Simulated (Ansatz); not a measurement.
`CCOCF` and `CCO[SiH2]P` differ in one atom or group.

Ansatz, PBE0-D4/def2-TZVP geometries, multiplicity 1. Each molecule was computed in one conformer, which needn't be the lowest.

| property | `CCOCF` |
| --- | --- |
| HOMO energy (PBE/def2-TZVPP) / eV | -6.72 |
| LUMO energy (ωB97M-V/def2-TZVPP) / eV | 2.82 |
| HOMO energy (PBE0/def2-TZVPP) / eV | -8.33 |
| size of the dipole moment (PBE/def2-TZVPP) / D | 1.65 |
| LUMO energy (PBE0/def2-TZVPP) / eV | 1.41 |
| size of the dipole moment (ωB97M-V/def2-TZVPP) / D | 1.75 |

(1) Give the same properties after the change, and the shifts. (Estimate.)

## Answers

(1) Computed: 
| property | `CCO[SiH2]P` | shift |
| --- | --- | --- |
| HOMO energy (PBE/def2-TZVPP) / eV | -6.49 | 0.23 |
| LUMO energy (ωB97M-V/def2-TZVPP) / eV | 2.13 | -0.69 |
| HOMO energy (PBE0/def2-TZVPP) / eV | -7.61 | 0.72 |
| size of the dipole moment (PBE/def2-TZVPP) / D | 1.51 | -0.14 |
| LUMO energy (PBE0/def2-TZVPP) / eV | 0.41 | -1.00 |
| size of the dipole moment (ωB97M-V/def2-TZVPP) / D | 1.54 | -0.21 |

With PBE0 the HOMO rises by 0.72 eV and the LUMO falls by 1.00 eV, so the gap narrows by about 1.72 eV. PBE moves the HOMO by 0.23 eV and ωB97M-V by 1.03 eV. Dipoles are sizes alone; their direction can turn.
